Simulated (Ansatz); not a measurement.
One change: `[SiH3][O][GaH][SiH3]` becomes `[SiH3][S][GaH][SiH3]`.

Ansatz, PBE0-D4/def2-TZVP geometries, multiplicity 1. Each molecule was computed in one conformer, which needn't be the lowest.

Scalar relativity is left out up to krypton.

```json
{"property": "HOMO–LUMO gap (PBE/def2-TZVPP) / eV", "`[SiH3][O][GaH][SiH3]`": "3.95"}
{"property": "LUMO energy (ωB97M-V/def2-TZVPP) / eV", "`[SiH3][O][GaH][SiH3]`": "-0.13"}
{"property": "HOMO energy (B3LYP/def2-TZVPP) / eV", "`[SiH3][O][GaH][SiH3]`": "-7.54"}
{"property": "size of the dipole moment (PBE/def2-TZVPP) / D", "`[SiH3][O][GaH][SiH3]`": "1.35"}
{"property": "HOMO–LUMO gap (ωB97M-V/def2-TZVPP) / eV", "`[SiH3][O][GaH][SiH3]`": "9.69"}
{"property": "HOMO energy (PBE0/def2-TZVPP) / eV", "`[SiH3][O][GaH][SiH3]`": "-7.74"}
```

Question: What does the change do to each property? (Estimate.)

Answer: The calculation gave: 
| property | `[SiH3][S][GaH][SiH3]` | shift |
| --- | --- | --- |
| HOMO–LUMO gap (PBE/def2-TZVPP) / eV | 3.77 | -0.18 |
| LUMO energy (ωB97M-V/def2-TZVPP) / eV | -0.28 | -0.15 |
| HOMO energy (B3LYP/def2-TZVPP) / eV | -7.39 | 0.15 |
| size of the dipole moment (PBE/def2-TZVPP) / D | 0.97 | -0.38 |
| HOMO–LUMO gap (ωB97M-V/def2-TZVPP) / eV | 9.48 | -0.21 |
| HOMO energy (PBE0/def2-TZVPP) / eV | -7.63 | 0.11 |

With PBE0 the HOMO rises by 0.11 eV and the LUMO falls by 0.15 eV, so the gap narrows by about 0.26 eV. PBE moves the HOMO by 0.06 eV and ωB97M-V by 0.05 eV. Dipoles are sizes alone; their direction can turn.

B3LYP here is the variant with VWN-RPA as its local correlation; programs differ in this.
